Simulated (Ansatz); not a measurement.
Species: [Zr(Cl)3(OH)] (charge 0, multiplicity 1).

### Question
Give a relaxed geometry from Ansatz (a first-principles code) with PBE-D3(BJ)/def2-SVP.

### Answer
This is not unique; one that fits is the end point of this relaxation, one of several conformers.
Cartesian coordinates (Å) in one orientation:
```xyz
6

Zr     0.012     0.085    -0.021
Cl    -0.148     2.047     1.268
Cl    -0.580    -1.781     1.285
Cl    -1.408     0.238    -1.891
O      1.798    -0.119    -0.616
H      2.712    -0.218    -0.919
```
